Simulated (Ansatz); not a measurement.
Geometry optimisation, RHF/def2-SVP (Ansatz).

The input (input.yaml):

```yaml
crystal:
  periodic: [false, false, false]
  atoms:
    - { symbol: Ga, position_ang: [0.0, 0.0, 0.0] }
    - { symbol: Cl, position_ang: [0.0, 0.0, 2.59] }
    - { symbol: H, position_ang: [1.3596, 0.0, -0.785] }
    - { symbol: H, position_ang: [-1.3596, 0.0, -0.785] }
    - { symbol: S, position_ang: [0.1074, -2.4365, 0.8104] }
    - { symbol: H, position_ang: [-0.6501, -3.2469, -0.0437] }
    - { symbol: H, position_ang: [0.0646, -1.4642, 2.0775] }
basis:
  gaussian: { orbitals: def2-SVP }
hamiltonian:
  xc: hf
relax:
  f_tol: 0.15
  max_steps: 25
  restrain:
    - { distance: [0, 4], at: 2.27, k: 30.0 }
    - { distance: [6, 1], at: 1.37, k: 30.0 }
    - { distance: [0, 1], at: 3.44, k: 30.0 }
    - { distance: [6, 4], at: 2.6, k: 30.0 }
output:
  orbitals: {}
```

Command:

```bash
$ ansatz run input.yaml --threads 1 --pin off --max-ram 2048MiB --backend cpu --events-out ev --progress --plain --runs-dir out
```

**Question.** Where does it end, and by what steps?

**Answer.** The run converged. The restraints hold the end off the free minimum. After 6 steps the energy has fallen by 1.937 eV (the restraints' own energy left out); Ga1 moved furthest, 0.70 Å.

```
step  energy less start (eV)  largest force component (eV/Å)  accepted
   0                  0.0000                           2.189       yes
   1                 -0.5637                           2.612       yes
   2                 -1.0999                           2.503       yes
   3                 -1.6344                           1.493       yes
   4                 -1.8273                           1.708       yes
   5                 -1.9228                           1.422       yes
   6                 -1.9368                           1.274       yes
```

```xyz
7
Properties=species:S:1:pos:R:3
Ga 0.052 -0.502 -0.485
Cl -0.067 -0.019 2.918
H 1.375 0.314 -0.575
H -1.377 -0.064 -0.934
S 0.302 -2.616 0.288
H -0.966 -3.013 0.153
H 0.201 -1.248 2.500
```

The run took 16 s on 1 thread of Arm Neoverse V1, on a shared host, peak memory 0.18 GiB.
